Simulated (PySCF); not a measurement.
Solvent effects on NMR parameters

Bonds (- single, = double, # triple, : aromatic): C1-C2, C2-C3, C3-C4, C4-C5, C5-N6, N6=C7, C7-C8, C8-F9, C8-F10, C8-F11, C7-C2. C1 carries H12, H13, H14; C2 carries H15; C3 carries H16, H17; C4 carries H18, H19; C5 carries H20, H21. Stereochemistry as in C[C@@H]1CCCN=C1C(F)(F)F. H16, H19, H21 are cis to C1 on the ring; H17, H18, H20 are trans to C1 on the ring.

GIAO PBE0/pcSseg-1 in PySCF on one PBE0-D3(BJ)/def2-SVP conformer, non-relativistic, equivalent nuclei averaged. Solvents enter as an IEF-PCM continuum (cyclohexane with ε = 2.0, acetone with ε = 20.5) around the gas-phase geometry. Shifts are referred to TMS, CFCl3 computed in the same medium.

In cyclohexane, δ in ppm: C7 168.4, C8 125.5, C5 52.4, C2 33.1, C3 31.4, C4 24.3, C1 19.5, F9/F10/F11 -83.9, H20 4.14, H21 3.61, H15 2.17, H17 1.76, H19 1.55, H18 1.50. Dipole moment 4.10 D.

Task: How does each δ change in the more polar medium?

Result: 
| atoms | environment | Δδ, acetone |
| --- | --- | --- |
| C7 | C=N carbon | +1.9 |
| C8 | CF3 carbon | +0.7 |
| C5 | sp3 CH2 bonded to N | +0.8 |
| C2 | sp3 CH in a ring | +0.9 |
| C3 | sp3 CH2 in a ring | +0.1 |
| C4 | sp3 CH2 in a ring | +0.3 |
| C1 | methyl carbon | +0.1 |
| F9/F10/F11 | fluorine of a CF3 group | +0.5 |
| H20 | hydrogen on an sp3 CH2 bonded to N | -0.03 |
| H21 | hydrogen on an sp3 CH2 bonded to N | +0.06 |
| H15 | hydrogen on an sp3 CH in a ring | +0.12 |
| H17 | hydrogen on an sp3 CH2 in a ring | +0.08 |
| H19 | hydrogen on an sp3 CH2 in a ring | +0.08 |
| H18 | hydrogen on an sp3 CH2 in a ring | +0.06 |

Changes are relative to cyclohexane. The dipole moment becomes 4.62 D in acetone.

Task: Which nuclei move most (in ppm), and what does the model miss?

Result: C7 (C=N carbon, +1.9 ppm) in acetone. A continuum only polarises the solute; specific hydrogen bonds, the anisotropy of aromatic solvents and changes of geometry or conformer are outside it.
